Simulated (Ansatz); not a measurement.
Consider the ligand exchange at a Ga–C bond: `N#[C][GaH2]` + HBr → `[GaH2][Br]` + `C#N`.

Program: Ansatz. Geometries: PBE0-D4/def2-TZVP. ΔE: electronic, gas phase. CBS: MP2 limit from def2 TZ/QZ plus the TZ coupled-cluster correction, frozen cores. This one scheme is used for every species. DFT in def2-TZVPP. For Br, Ga outer-core shells are correlated without core-valence functions, which leaves a few kJ/mol of doubt a bond. Scalar relativity is left out up to krypton.

```json
{"species": "`N#[C][GaH2]`", "PBE0 energy (Eh)": "-2018.54976"}
{"species": "HBr", "PBE0 energy (Eh)": "-2574.45886"}
{"species": "`[GaH2][Br]`", "PBE0 energy (Eh)": "-4499.69776"}
{"species": "`C#N`", "PBE0 energy (Eh)": "-93.34574"}
```

**Question.** Work out ΔE.

**Answer.** ΔE = (-4499.69776) + (-93.34574) − (-2018.54976) − (-2574.45886) = -0.03488 Eh = -91.6 kJ/mol. CCSD(T)/CBS gives -87.9 kJ/mol.

Largest T1 diagnostic among the species: 0.014.

In def2-TZVPP, CCSD(T) changes the Hartree–Fock value by +12.4 kJ/mol (the triples alone add +1.1 kJ/mol) and MP2 by +10.2 kJ/mol. Leaving LDA and LC-ωPBE aside and taking each functional with its dispersion term where it has one, the values, not all of them listed here, spread over 6.9 kJ/mol, from BHLYP-D4 to CAM-B3LYP-D4.
